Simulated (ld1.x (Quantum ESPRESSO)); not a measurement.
## revPBE ultrasoft dataset for osmium, scalar-relativistic all-electron reference.

The input file (ld1.x (Quantum ESPRESSO) 7.5):

```
&input
   title='Os', zed=76., rel=1, dft='REVPBE', iswitch=3,
   config='[Xe] 4f14 5d6 6s1.75 6p0',
   nld=3, rlderiv=3.25, eminld=-3.0, emaxld=5.0, deld=0.02
 /
 &inputp
   pseudotype=3, tm=.true., lloc=-2, rcloc=2.10,
   nlcc=.false.,
   file_pseudopw='Os.UPF', file_wfcaegen='ae.wfc', file_wfcncgen='nc.wfc', file_beta='beta', file_chi='chi', file_wfcusgen='us.wfc'
 /
6
6S  1  0   1.75   0.00  2.60  2.90  0.0
6S  1  0   0.00  -0.20  2.60  2.90  0.0
6P  2  1   0.00   0.00  2.45  3.00  0.0
6P  2  1   0.00   3.15  2.45  3.00  0.0
5D  3  2   6.00   0.00  2.20  2.55  0.0
5D  3  2   0.00   4.75  2.20  2.55  0.0
 &test
   configts(1)='5d6 6s1.75 6p0'
 /
```

Command:

```bash
ld1.x < Os.in > Os.out
```

The program printed (shortened: banner, matrices, multipoles, cross overlaps and the repeated all-electron block are left out):

```
[... start of the log left out ...]
     Warning: convergence not achieved
     Computing logarithmic derivative in   3.23988
     Computing the partial wave expansion
     R is outside the sphere for l=    0 j= 0.00
     R is outside the sphere for l=    0 j= 0.00
     R is outside the sphere for l=    1 j= 0.00
     R is outside the sphere for l=    1 j= 0.00
     R is outside the sphere for l=    2 j= 0.00
     R is outside the sphere for l=    2 j= 0.00

     ---------------------- Testing the pseudopotential ----------------------

     Os
     scalar relativistic calculation

     atomic number is 76.00   valence charge is  8.00
     dft =REVPBE   lsd =0 sic =0 latt =0  beta=0.20 tr2=1.0E-14
     mesh =1275 r(mesh) =  98.91557 xmin = -7.00 dx = 0.01250

     n l     nl             e AE (Ry)        e PS (Ry)    De AE-PS (Ry)
     3 2     5D   1( 6.00)       -0.59329       -0.59329        0.00000
     1 0     6S   1( 1.75)       -0.56909       -0.56909        0.00000
     2 1     6P   1( 0.00)       -0.18899       -0.18899        0.00000

     eps = 5.6E+00  iter =201

     Etot =  -34508.319087 Ry,  -17254.159543 Ha, -469509.599686 eV
     Etotps =   -29.634685 Ry,     -14.817343 Ha,    -403.200435 eV

     Ekin =      11.543304 Ry,       5.771652 Ha,     157.054652 eV
     Encl =     -66.184816 Ry,     -33.092408 Ha,    -900.490296 eV
     Ehrt =      26.700407 Ry,      13.350204 Ha,     363.277545 eV
     Ecxc =      -5.590710 Ry,      -2.795355 Ha,     -76.065484 eV
     Epseu=       3.897129 Ry,       1.948565 Ha,      53.023148 eV

     ---------------------- End of pseudopotential test ----------------------
```

The run took about 1.4 s on one core of a shared server CPU.
